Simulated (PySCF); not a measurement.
Two-component Hartree-Fock for Rb²²⁺ (rubidium, charge +22)

Start: [Ne] 3s2 3p3; 3p1/2 filled at m_j = -1/2, +1/2; 3p3/2 filled at m_j = +3/2. Calculated with PySCF 2.14 in an uncontracted even-tempered set (19 s from 2.7 bohr⁻², ratio 2.4; 13 p from 3.5 bohr⁻², ratio 2.4; 5 d from 14 bohr⁻², ratio 2.6; 4 f from 22 bohr⁻², ratio 2.6): generalised Hartree-Fock with the X2C-1e Hamiltonian and a Gaussian nucleus; one run each with spin-orbit coupling (SO) switched off, then screened by Boettger's factors.

```json
{"spinor shell": "1s1/2", "electrons": "2", "ε, spin-free (eV)": "-16248.5", "ε, screened SO (eV)": "-16247.4", "weight of nominal j (screened SO)": "1.000", "rms radius, screened SO (bohr)": "0.0464"}
{"spinor shell": "2s1/2", "electrons": "2", "ε, spin-free (eV)": "-3037.5", "ε, screened SO (eV)": "-3037.0", "weight of nominal j (screened SO)": "1.000", "rms radius, screened SO (bohr)": "0.190"}
{"spinor shell": "2p1/2", "electrons": "2", "ε, spin-free (eV)": "-2797.1", "ε, screened SO (eV)": "-2841.6", "weight of nominal j (screened SO)": "0.996", "rms radius, screened SO (bohr)": "0.166"}
{"spinor shell": "3s1/2", "electrons": "2", "ε, spin-free (eV)": "-1089.2", "ε, screened SO (eV)": "-1089.0", "weight of nominal j (screened SO)": "1.000", "rms radius, screened SO (bohr)": "0.473"}
{"spinor shell": "3p1/2", "electrons": "2", "ε, spin-free (eV)": "-1023.4", "ε, screened SO (eV)": "-1026.8", "weight of nominal j (screened SO)": "0.846", "rms radius, screened SO (bohr)": "0.463"}
{"spinor shell": "3p3/2", "electrons": "1", "ε, spin-free (eV)": "-1023.4", "ε, screened SO (eV)": "-1017.0", "weight of nominal j (screened SO)": "1.000", "rms radius, screened SO (bohr)": "0.468"}
```

Task: Where does 2p3/2 lie, and what is the 2p spin-orbit splitting (screened SO)?

Result: At -2775.2 eV, 66.467 eV above 2p1/2.

```json
{"quantity": "E (hartree)", "spin-free": "-2678.61381", "screened SO": "-2678.98945"}
{"quantity": "M_J", "spin-free": "3/2", "screened SO": "3/2"}
{"quantity": "⟨J²⟩", "spin-free": "3.750", "screened SO": "3.766"}
{"quantity": "⟨L²⟩", "spin-free": "0.000", "screened SO": "0.703"}
{"quantity": "⟨S²⟩", "spin-free": "3.750", "screened SO": "2.910"}
```

Each row is a mean over spinors that exchange with the open shell spreads, by up to 29.319 eV (3s1/2).

Rows whose weight is well below 1 are mixtures of j = l ± 1/2: exchange outweighs spin-orbit coupling there, and the label is only the starting occupation.

Breit and QED terms are absent; they matter most for the inner s and p1/2 levels.

Densities and radii are taken from the X2C orbitals without a picture-change correction, which distorts them close to the nucleus.

Without spin-orbit coupling the j labels of p, d and f shells carry no meaning; the spin-free column gives the mean over the occupied spinors of each nl shell.
